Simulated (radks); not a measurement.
Numerical settings for the beryllium ion Be2+, [He]. Method: scalar-relativistic Kohn-Sham, PBE, spin-polarised, spherical densities, finite nucleus; Fermi nuclear charge, rms radius 2.519 fm; computed with a radial shooting solver on a logarithmic mesh with Libxc functionals. The defaults (mesh step 0.008 in ln r, mesh end at 40 bohr or more with all orbitals vanishing there, Anderson mixing 0.5 over 9 steps, residual threshold near 1e-9 with the energy settled to 1e-9 hartree or 1e-11 of itself, here a cap of 60 iterations) give E = -13.6223 hartree and 1s at -132.28 eV in 13 iterations. Run on one thread of a shared host, so times are rough (Arm Neoverse V2): 0.03 s of CPU time, 0.03 s wall, 13 iterations on 2189 mesh points. Changes against that run (0 stands for a change within the tolerance of the run):

setting                    iterations  converged  E (mhartree)  e(1s) (meV)  CPU (s)
mesh step in ln r 0.02             13        yes             0            0     0.02
mesh step in ln r 0.12             60         no     -5.04e+04            -     0.04
mesh step in ln r 0.003            15        yes             0            0     0.09
mesh end (bohr) 400                13        yes             0            0     0.03
mesh end (bohr) 2                  15        yes         +4.22         +194     0.03
residual threshold 0.01             7        yes             0        -0.24     0.02
residual threshold 0.1              7        yes             0        -0.24     0.02
mixing 1.5                         13        yes             0            0     0.03
linear mixing, mixing 1            14        yes             0            0     0.03
linear mixing, mixing 0.5          60         no             0            0     0.11
mixing history 3                   12        yes             0            0     0.03
iteration cap 2                     2         no         +21.8    -3.35e+04     0.01

Settings that end as converged yet miss the energy by more than 1 mhartree: mesh end (bohr) 2 (+0.00422 hartree). A mesh that ends early acts as a hard wall.
